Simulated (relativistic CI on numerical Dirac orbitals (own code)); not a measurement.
# How well does a small relativistic CI reproduce Mo II?

Method of calculation: Dirac-Coulomb-Breit CI, orbitals from a KLI potential per configuration, model QED (radiative potential, 1s self-energy scaled to tabulated hydrogen-like ionisation energies), valence Slater integrals scaled by 0.85, configuration energies shifted to the measured levels that pair with them (semi-empirical) (own radial code, finite nucleus).

CI space (outside the closed core [Kr]): 4d5, 4d4 5s, 4d4 5p, 4d3 5s2, 4d4 4f, 4d3 5s 5p, 4d4 6s, 4d4 5d, 4d4 6p, 4d4 6d, 4d4 5f, 4d4 5g, 4d3 5s 6s, 4d3 4f2, 4d3 5p2, 4d4 6f, 4d4 6g, 4d3 4f 5s. Levels of other configurations are missing.

```tsv
Configuration	Term (tabulated)	J	Measured (cm⁻¹)	Computed	Error	Purity (%)
4d5	a 6S	5/2	0.0	0	0	99
4d4 5s	a 6D	1/2	11783.4	11846	63	99
4d4 5s	a 6D	3/2	12034.1	12069	35	99
4d4 5s	a 6D	5/2	12417.3	12417	0	100
4d4 5s	a 6D	7/2	12900.3	12866	-34	100
4d4 5s	a 6D	9/2	13460.7	13396	-65	99
4d5	a 4G	5/2	15199.2	16541	1341	92
4d5	a 4G	7/2	15330.6	16640	1309	94
4d5	a 4G	9/2	15427.7	16721	1293	94
4d5	a 4G	11/2	15447.0	16752	1305	95
4d4 5p	z 6F°	1/2	45853.1	45853	0	97
4d4 5p	z 6F°	3/2	46148.1	46114	-34	98
4d4 5p	z 6F°	5/2	46614.1	46533	-82	98
4d4 5p	z 4P°	1/2	47208.4	47749	541	61
4d4 5p	z 6F°	7/2	47232.0	47094	-138	98
4d4 5p	z 6F°	9/2	47999.5	47792	-207	98
4d4 5p	z 4P°	5/2	48860.6	50786	1926	75
4d4 5p	z 6F°	11/2	48959.7	48640	-320	98
4d4 5p	z 6P°	3/2	49040.8	48986	-55	82
4d4 5p	z 6P° †	7/2	49481.0	49486	5	94
4d4 5p	z 6P° †	5/2	49608.7	49010	-599	70
4d4 5p	y 4G°	7/2	62917.9	63686	768	58
4d4 5p	y 4G°	9/2	62953.8	63618	664	76
4d4 5p	y 4G°	11/2	63207.4	63826	618	69
```

Measured levels from NIST Handbook of Basic Atomic Spectroscopic Data (Sansonetti and Martin, J. Phys. Chem. Ref. Data 34, 1559 (2005)); pairs were made by configuration, J and term (by order where the table uses no LS term), so strongly mixed levels may be paired wrongly.

Mean error by configuration (cm⁻¹): 4d4 5s 0; 4d5 1312; 4d4 5p 307. Over the excited levels the mean absolute error is 514 cm⁻¹ (23 of the 26 excited levels that our extract of the source holds in range could be paired, and the others can miss by more), and the median relative error of those above 1,000 cm⁻¹ is 0.53 %, both after the shifts were fitted to these levels, so that a configuration with one level shows no error. Some levels of the ground configuration have no partner. † marks terms whose computed intervals miss the measured ones by more than a factor of 2.5, or configurations far off the rest, from wrong mixing, a near crossing or a doubtful label or measurement; they are left out of the means.

Transition probabilities of persistent lines. The last column rescales the computed rate by the cube of measured over computed energy:

| λ measured (Å) | Lower | Upper | A tabulated (s⁻¹) | A computed | A rescaled |
| --- | --- | --- | --- | --- | --- |
| 2015.11 air | 4d5 a 6S_5/2 | 4d4 5p z 6P°_5/2 | 8.80e+07 | 2.09e+08 | 2.17e+08 |
| 2020.31 air | 4d5 a 6S_5/2 | 4d4 5p z 6P°_7/2 | 2.15e+08 | 2.80e+08 | 2.80e+08 |
| 2038.45 air | 4d5 a 6S_5/2 | 4d4 5p z 6P°_3/2 | 1.84e+08 | 2.36e+08 | 2.37e+08 |
| 2045.97 air | 4d5 a 6S_5/2 | 4d4 5p z 4P°_5/2 | 1.18e+08 | 5.26e+06 | 4.68e+06 |
| 2775.40 air | 4d4 5s a 6D_9/2 | 4d4 5p z 6P°_7/2 | 2.26e+08 | 2.74e+08 | 2.73e+08 |
| 2816.16 air | 4d4 5s a 6D_9/2 | 4d4 5p z 6F°_11/2 | 2.33e+08 | 3.05e+08 | 3.12e+08 |
| 2848.23 air | 4d4 5s a 6D_7/2 | 4d4 5p z 6F°_9/2 | 1.66e+08 | 2.27e+08 | 2.31e+08 |
| 2871.51 air | 4d4 5s a 6D_5/2 | 4d4 5p z 6F°_7/2 | 1.15e+08 | 1.73e+08 | 1.75e+08 |

Configurations whose levels could be paired with our table of measured levels were shifted onto them, all but the ground configuration, by the median error of their levels; single terms can still be off by 1,000 to 2,000 cm⁻¹ or more, and rates follow the energies as ν³ (E1, M1) or ν⁵ (E2). The others borrow a shift and can be off by several thousand cm⁻¹ or more. The fine structure of a lone outer electron comes out too small, for d and f at times inverted, and misplaced configurations move strength between like terms. 23 of the 26 excited levels that our extract of the measured tables holds in this range could be paired (the sources list more); they are missed by 496 cm⁻¹ on average and 1926 at most, after the shifts were fitted to these levels, and levels without a partner can miss by more. Some levels of the ground configuration have no partner and can miss by 10 % or more.

Shifts applied (cm⁻¹): 4d5 0; 4d4 5s -2102; 4d4 5p -343.
